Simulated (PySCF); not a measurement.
Mg(I)(OSiH3) (H3IMgOSi), SMILES [Mg]([O][SiH3])[I].

The structure is a stationary point at B3LYP-D3(BJ)/def2-SVP. The structure was generated by enumeration; whether it is a known compound was not checked. The def2 effective core potentials stand for the cores of I; spin–orbit coupling is left out. Other conformers were not sampled.

Two levels are set side by side: PBE/def2-TZVP (PySCF) and HF/def2-TZVP (PySCF). Same geometry, gas phase. Differences are taken from unrounded values.

```json
[
 {"quantity": "orbital gap (eV)", "HF": "10.73"},
 {"quantity": "highest occupied level (eV)", "HF": "-10.17"},
 {"quantity": "lowest empty level (eV)", "HF": "0.56"},
 {"quantity": "dipole moment (D)", "HF": "0.18"},
 {"quantity": "mean polarisability (bohr³)", "HF": "74.8"}
]
```

### Question
What does PBE give, and how far is it from HF? (An estimate is asked for; the answer gives what the named calculation found.)

### Answer

| quantity | PBE | PBE minus HF |
|---|---|---|
| orbital gap (eV) | 4.12 | -6.61 |
| highest occupied level (eV) | -6.67 | 3.50 |
| lowest empty level (eV) | -2.54 | -3.11 |
| dipole moment (D) | 0.37 | 0.19 |
| mean polarisability (bohr³) | 88.6 | 13.8 |

PBE's occupied levels lie high since its potential decays too fast outside the molecule; exact exchange lowers them and widens the gap. Loosely held outer electrons make PBE densities more polarisable. Differences between two approximate levels are no errors against the true value.
